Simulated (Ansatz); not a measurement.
Geometry optimisation, RKS B3LYP/def2-SVP in Ansatz 0.2.0.

Input:

```yaml
crystal:
  periodic: [false, false, false]
  atoms:
    - { symbol: C, position_ang: [-1.06206, 0.93306, -0.92511] }
    - { symbol: In, position_ang: [0.76989, -0.12281, -0.26735] }
    - { symbol: "N", position_ang: [0.65006, -1.29392, 1.392] }
    - { symbol: H, position_ang: [-1.77547, 0.18343, -1.26392] }
    - { symbol: H, position_ang: [-0.87146, 1.64273, -1.7262] }
    - { symbol: H, position_ang: [-1.47665, 1.45169, -0.06156] }
    - { symbol: H, position_ang: [2.27327, -0.25729, -1.11608] }
    - { symbol: H, position_ang: [-0.01659, -0.99915, 2.09696] }
    - { symbol: H, position_ang: [1.50901, -1.53773, 1.87128] }
basis:
  gaussian: { orbitals: def2-SVP }
hamiltonian:
  xc: b3lyp
relax:
  f_tol: 0.015
  max_steps: 40
output:
  orbitals: {}
```

Command:

```bash
$ ansatz run input.yaml --threads 1 --pin off --max-ram 2048MiB --backend cpu --events-out ev --progress --plain --runs-dir out
```

Q: Where does it end, and by what steps?

A: It converged. The force dipped under the threshold on the way, but the program's further checks kept it going. After 23 steps the energy has fallen by 0.062 eV; H5 moved furthest, 0.58 Å.

```tsv
step	energy less start (eV)	largest force component (eV/Å)	accepted
0	0.0000	0.592	yes
1	-0.0247	0.395	yes
2	-0.0436	0.271	yes
3	-0.0527	0.143	yes
4	-0.0575	0.064	yes
5	-0.0583	0.040	yes
6	-0.0591	0.008	yes
7	-0.0594	0.046	yes
8	-0.0585	0.148	no
9	-0.0598	0.017	yes
10	-0.0603	0.059	yes
11	-0.0607	0.052	yes
12	-0.0612	0.057	yes
13	-0.0614	0.057	yes
14	-0.0618	0.024	yes
15	-0.0619	0.021	yes
16	-0.0621	0.026	yes
17	-0.0622	0.025	yes
18	-0.0622	0.021	yes
19	-0.0623	0.014	yes
20	-0.0624	0.018	yes
21	-0.0624	0.018	yes
22	-0.0624	0.024	no
23	-0.0624	0.005	yes
```

```xyz
9
Properties=species:S:1:pos:R:3
C -1.064 0.892 -0.914
In 0.725 -0.227 -0.376
N 0.765 -0.970 1.520
H -1.571 0.405 -1.760
H -0.793 1.914 -1.217
H -1.756 0.941 -0.061
H 2.139 -0.594 -1.307
H 0.024 -0.852 2.204
H 1.532 -1.509 1.912
```

Whether the end is a true minimum wasn't checked by a vibrational analysis.

The run took 80 s on 1 thread of Arm Neoverse V2, with other jobs on the host, peak memory 0.17 GiB.
